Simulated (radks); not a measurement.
Results of a calculation; reference values are marked as such.
Nb2+, 39 electrons, occupied as [Kr] 4d2 5s1 (not the ground configuration). Code: a radial shooting solver on a logarithmic mesh with Libxc functionals. Model: Dirac Kohn-Sham, BLYP, spin-unpolarised, spherical densities, finite nucleus; open shells are shared between the two j in proportion to 2j + 1; Fermi nuclear charge, rms radius 4.324 fm.

Normalised radial functions P(r) = r R(r) (large component), r in bohr:

```
   r/bohr * 4p1/2 (the largest magnitude, 1.01, reaches the edge; | marks zero)
 0.005842                             *
 0.006747                             *
 0.007791                             |*
 0.008927                             |*
  0.01031                             |*
  0.01191                             |*
  0.01375                             |*
  0.01575                             | *
  0.01819                             | *
  0.02101                             |  *
  0.02426                             |  *
   0.0278                             |   *
  0.03211                             |    *
  0.03708                             |     *
  0.04282                             |     *
  0.04906                             |      *
  0.05666                             |       *
  0.06543                             |        *
  0.07557                             |        *
  0.08658                             |        *
  0.09999                             |       *
   0.1155                             |      *
   0.1334                             |   *
   0.1528                             |*
   0.1764                           * |
   0.2038                       *     |
   0.2353                   *         |
   0.2696                *            |
   0.3114               *             |
   0.3596                *            |
   0.4153                   *         |
   0.4758                        *    |
   0.5495                             |*
   0.6346                             |        *
   0.7329                             |               *
   0.8397                             |                     *
   0.9697                             |                         *
     1.12                             |                          *
    1.293                             |                        *
    1.482                             |                     *
    1.711                             |                *
    1.976                             |           *
    2.283                             |       *
    2.615                             |    *
     3.02                             | *
    3.488                             |*
    4.028                             *
    4.615                             *
     5.33                             *
    6.155                             *
    7.108                             *
    8.144                             *
    9.405                             *
```

4p1/2: eigenvalue -56.654 eV, 2 radial nodes at r = 0.162, 0.534 bohr, <r> = 1.26 bohr, 90 % of the charge inside 1.86 bohr.
